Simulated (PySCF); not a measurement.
**Magnetisability: `F/C=C/C#CC(F)(F)F`, C₅H₂F₄**

Geometry (Å), atoms numbered from 1 in this order:
```xyz
11

F     3.785    0.070   -0.014
C     2.493    0.267   -0.262
C     1.556   -0.428    0.374
C     0.187   -0.234    0.137
C    -0.996   -0.093   -0.034
C    -2.419    0.093   -0.261
F    -2.966    0.944    0.622
F    -3.102   -1.058   -0.163
F    -2.672    0.590   -1.483
H     2.320    1.027   -1.011
H     1.820   -1.176    1.109
```

Method used: GIAO B97-2/6-31++G** magnetisability, non-relativistic, IEF-PCM chloroform (PySCF). Geometry: GFN2-xTB.

(1) How diamagnetic is it, and how anisotropic?

(2) Split it along the inertial axes a, b, c into diamagnetic and paramagnetic parts about the centre of mass, with the quadrupole moment.

## Answers

(1) Isotropic -1029 × 10⁻³⁰ J/T², or -62.0 × 10⁻⁶ cm³/mol; principal values -1068, -1062, -956 × 10⁻³⁰ J/T², anisotropy 109 × 10⁻³⁰ J/T² (root of half the summed squared differences of the principal values). The susceptibility is in cgs units.

(2) 
| axis | χ (10⁻⁶ cm³/mol) | diamagnetic (10⁻⁶ cm³/mol) | paramagnetic (10⁻⁶ cm³/mol) | summed x² of all electrons (Å²) | quadrupole Θ (D Å) |
| --- | --- | --- | --- | --- | --- |
| a | -63.9 | -298.9 | 235.0 | 454.8 | -6.12 |
| b | -57.7 | -2062.5 | 2004.8 | 39.1 | +6.66 |
| c | -64.3 | -2095.5 | 2031.2 | 31.3 | -0.53 |

Anisotropies 2χaa − χbb − χcc = -5.8 and 2χbb − χaa − χcc = +12.9 × 10⁻⁶ cm³/mol. Θ is traceless in Buckingham's convention.
